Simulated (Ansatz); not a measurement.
CH5BSSeSi, SMILES `BC(=[Se])[SiH2]S`. Total charge 0; spin multiplicity 1.

```xyz
10

B    -0.181    0.094   -1.931
C     0.208   -0.360   -0.526
Se    1.809   -0.808   -1.168
Si   -0.322   -0.468    1.253
S    -0.502    1.515    2.014
H    -0.060    1.245   -2.230
H    -0.752   -0.673   -2.650
H    -1.683   -1.050    1.335
H     0.673   -1.272    2.000
H     0.811    1.777    1.902
```

**Question.** List the harmonic frequencies (cm⁻¹, unscaled) at PBE0-D4/def2-TZVP in Ansatz. (An estimate is asked.)

**Answer.** Ansatz gave: 27, 95, 139, 207, 216, 279, 468, 523, 535, 577, 670, 775, 795, 845, 885, 909, 926, 1134, 1209, 2240, 2254, 2569, 2652, 2707.

**Question.** Is this a minimum?

**Answer.** Yes, all 24 modes are real.

**Question.** Give the ideal-gas thermochemistry at 298.15 K and 1 bar (rigid rotor, harmonic oscillator; point group C1, symmetry number 1).

**Answer.** Zero-point energy 141.4 kJ/mol; H(298) − E = 165.0 kJ/mol; entropy 385.9 J/(mol·K), of which translation 172.7, rotation 121.6, vibration 91.6; G(298) − E = 49.9 kJ/mol. Modes under 100 cm⁻¹ are hindered rotations or soft bends, so the harmonic entropy is rough.
